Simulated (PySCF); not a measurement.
Run record: geometry optimisation, `[NH3+][BH2-]C(Cl)(Cl)Cl`.

Method: PBE0-D3(BJ)/def2-SVP geometry optimisation, gas phase (PySCF 2.14.0). Start geometry: GFN2-xTB. A driver script takes a list of jobs; this job's settings line and coordinates (Å) are shown.

Command:
```bash
OMP_NUM_THREADS=1 python probes_run.py task.json out
```

Input:
```
{"job": {"xc": "PBE0", "basis": "def2-SVP", "d3": "d3bj", "grid": 1, "shake": 0.01, "kind": "geom"}, "charge": 0, "multiplicity": 1}
N     -1.306340     0.058940    -0.142460
B      0.069080    -0.569370    -0.601180
C      1.114810     0.192370     0.401130
Cl     2.852830    -0.285400     0.178060
Cl     1.045280     1.975630     0.189860
Cl     0.706980    -0.104450     2.131610
H     -1.439380    -0.114870     0.846280
H     -1.233960     1.098910    -0.275900
H     -2.107290    -0.277680    -0.663260
H      0.051270    -1.727100    -0.367110
H      0.284840    -0.272810    -1.712700
```

**Question.** Give the output.

**Answer.** 
```
step   0  E = -1500.22352009  max force = 0.026441
step   1  E = -1500.22812305  max force = 0.004354
step   2  E = -1500.22851820  max force = 0.000927
step   3  E = -1500.22854473  max force = 0.000462
step   4  E = -1500.22854661  max force = 0.000278
optimisation converged
```

Energies in Eh; «max force» is the largest Cartesian gradient component in Eh/bohr.

**Question.** Give the first gradient maximum in eV/Å.

**Answer.** With 1 Eh/bohr = 51.422 eV/Å, 1.360 eV/Å.

Main results: final energy -1500.22855 Eh after 4 steps; dipole 5.61 D.

**Question.** Estimate the wall time. Hardware: one thread of an Arm Neoverse V1, shared host with 32 logical CPUs at a one-minute load of 14. And the peak memory of the process?

**Answer.** About 31 s, with 0.51 GiB resident at the peak, the Python interpreter and its libraries included.
Labels such as C1 count atoms from 1, the log's own numbers from 0.
